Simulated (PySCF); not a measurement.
PySCF input:

```python
from pyscf import gto, scf, dft

mol = gto.M(
    atom='''
    B    -0.96009521    0.13120463   -0.01370137
    N     0.63504834   -0.13477306   -0.03981207
    H    -1.21385758    1.20242986   -0.47732170
    H    -1.43957867   -0.29568526    0.99363338
    H     0.83054334   -1.10846828    0.17477974
    H     1.17231349    0.43494880    0.62287371
    H     1.00571709    0.05416318   -0.96677382
    ''',
    basis='def2-tzvpd',
    charge=0,
    spin=1,
    verbose=4,
)

mf = dft.UKS(mol, xc='mn15').density_fit(auxbasis='def2-universal-jkfit')
mf.grids.level = 4
mf.conv_tol = 1e-9
mf.max_cycle = 100
mf.max_memory = 1500
mf.kernel()
if not mf.converged:
    mf = mf.newton()
    mf.kernel(mf.make_rdm1())
for _ in range(2):
    mo, _, stable, _ = mf.stability(return_status=True)
    if stable:
        break
    mf.kernel(mf.make_rdm1(mo, mf.mo_occ))
mf.analyze()
```

**Question.** What final total energy does it print?

**Answer.** -82.47265 Eh (MN15/def2-TZVPD).

It need not be the lowest isomer of its formula.
